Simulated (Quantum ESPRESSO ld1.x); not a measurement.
Values are calculated unless marked as measured or tabulated.
Species: Ir3+. Configuration: [Xe] 4f14 5d6. Code: ld1.x of Quantum ESPRESSO 7.5. Model: scalar-relativistic Kohn-Sham, LDA (Slater exchange, Perdew-Wang correlation), spin-polarised, spherical densities, point nucleus; open shells are filled with parallel spins first.

Unscreened Slater integrals over Kohn-Sham orbitals (hartree). They are taken over the spin-up orbitals.

integral,value
"F0(5d,5d)",0.58623
"F2(5d,5d)",0.30704
"F4(5d,5d)",0.20397
"F0(5d,5p)",0.66592
"F2(5d,5p)",0.33019
"G1(5d,5p)",0.39595
"G3(5d,5p)",0.24530
"F0(5d,4f)",0.75482
"F2(5d,4f)",0.17734
"F4(5d,4f)",0.082965
"G1(5d,4f)",0.060602
"G3(5d,4f)",0.056041
"G5(5d,4f)",0.044549
"F0(5d,5s)",0.69300
"G2(5d,5s)",0.25706
"F0(5p,5p)",0.79863
"F2(5p,5p)",0.43079
"F0(5p,4f)",0.98163
"F2(5p,4f)",0.30800
"G2(5p,4f)",0.12313
"G4(5p,4f)",0.10261
"F0(5p,5s)",0.85163
"G1(5p,5s)",0.56792
"F0(4f,4f)",1.7119
"F2(4f,4f)",0.84166
"F4(4f,4f)",0.53403
"F6(4f,4f)",0.38594
"F0(4f,5s)",1.1019
"G3(4f,5s)",0.15863
"F0(5s,5s)",0.92040

Derived for the open shells (J is the average intra-shell exchange parameter used in DFT+U). 5d: Racah B = F2/49 - 5 F4/441 = 0.003953 hartree, C = 35 F4/441 = 0.01619 hartree, C/B = 4.09, F4/F2 = 0.664, J = (F2 + F4)/14 = 0.03650 hartree.
